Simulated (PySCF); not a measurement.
# Computed records: CH3ClGeSi, CH8GeSi2

Computed with PySCF 2.14.0. Calculation on a computer-drawn molecule: the log of a Hartree-Fock and frozen-core CCSD(T) single point meant for a local Hartree-Fock minimum, with one planted fault or none, to be diagnosed. Offsets are logged minus clean, where the clean run is the same molecule without the fault. The reference is restricted for singlets and unrestricted otherwise, and also for a bond in bohr or an excited solution. Adding or removing an electron swaps singlet and doublet. The excited solution moves the top pair (singlet) or top alpha electron (doublet) to the lowest empty orbital. Highest occupied and lowest empty are orbital energies over both spins, largest force is the largest gradient component, triples share is (T) over the correlation energy, the T1 limit is 0.02 restricted and 0.045 unrestricted, electrons count all cores, a negative frequency is imaginary (commonest isotopes), and the dipole is about the centre of nuclear charge; on germanium a core potential holds 10 electrons, which the energies leave out, and 3d is frozen in MP2 and coupled-cluster steps.

Common to all runs: meant charge 0; meant multiplicity 1; meant basis cc-pV(D+d)Z; meant basis and core potential on germanium cc-pVDZ-PP ECP10MDF; logged SCF converged yes; possible faults no fault, one electron removed, one electron added, multiplicity raised by two, geometry at a saddle point, SCF held on an excited solution, minimal basis STO-3G, one bond length entered in bohr, all coordinates scaled.

```json
{"entry": 1, "formula": "CH3ClGeSi", "logged_structure": {"atoms_angstrom": [["C", -0.3702, -0.2167, -0.8009], ["Si", 1.1957, -0.8289, -1.1023], ["Ge", 2.7191, 0.0834, -2.8238], ["Cl", 1.3317, 1.6589, -3.5362], ["H", -0.7661, 0.6177, -1.3687], ["H", -1.0334, -0.622, -0.0435], ["H", 1.6818, -1.9712, -0.2934]]}, "given": {"logged_electrons": 72, "logged_basis_functions": 98, "logged_spin_squared": 0.0, "logged_highest_occupied [eV]": -5.0179, "logged_lowest_empty [eV]": -3.8528, "logged_largest_force [hartree/bohr]": 0.20401, "logged_CC_converged": "no", "logged_dipole_magnitude [debye]": 8.1728, "logged_SCF_stable_within_its_kind": "no", "logged_energy_HF [hartree]": -1081.13839, "drawn_bonds_atom": [1, 2, 3, 1, 1, 2], "drawn_bonds_other_atom": [2, 3, 4, 5, 6, 7], "drawn_bonds_order": [2, 1, 1, 1, 1, 1]}, "results": {"planted_fault": "SCF held on an excited solution", "HF_energy_offset_from_clean_run [kcal/mol]": 170.7}, "notes": ["CCSD not converged"]}
{"entry": 2, "formula": "CH8GeSi2", "logged_structure": {"atoms_angstrom": [["C", -1.2, 1.4973, 1.063], ["Si", -0.7867, 0.5099, -0.2566], ["Si", 1.3016, -0.553, -0.4444], ["Ge", 2.7041, -0.0573, 1.4493], ["H", -2.1644, 1.9872, 1.1479], ["H", -0.5182, 1.6855, 1.8856], ["H", -1.7619, 0.2938, -1.3451], ["H", 1.9674, -0.1042, -1.6923], ["H", 1.0951, -2.0191, -0.5456], ["H", 2.9582, 1.4503, 1.5447], ["H", 4.0507, -0.7746, 1.3006], ["H", 2.0372, -0.528, 2.7455]]}, "given": {"logged_electrons": 75, "logged_basis_functions": 123, "logged_spin_squared": 0.7808, "logged_highest_occupied [eV]": 0.28809, "logged_lowest_empty [eV]": 7.275, "logged_largest_force [hartree/bohr]": 0.039762, "logged_T1_diagnostic": 0.015473, "logged_D1_diagnostic": 0.050021, "logged_triples_share": 0.030925, "logged_CC_converged": "yes", "logged_dipole_magnitude [debye]": 7.4003, "logged_SCF_stable_within_its_kind": "yes", "logged_energy_HF [hartree]": -913.67421, "logged_energy_CCSD(T) [hartree]": -914.20933, "drawn_bonds_atom": [1, 2, 3, 1, 1, 2, 3, 3, 4, 4, 4], "drawn_bonds_other_atom": [2, 3, 4, 5, 6, 7, 8, 9, 10, 11, 12], "drawn_bonds_order": [2, 1, 1, 1, 1, 1, 1, 1, 1, 1, 1]}, "results": {"planted_fault": "one electron added", "HF_energy_offset_from_clean_run [kcal/mol]": 25.63, "CCSD(T)_energy_offset_from_clean_run [kcal/mol]": 21.41}, "notes": ["highest electron not bound in this basis"]}
```
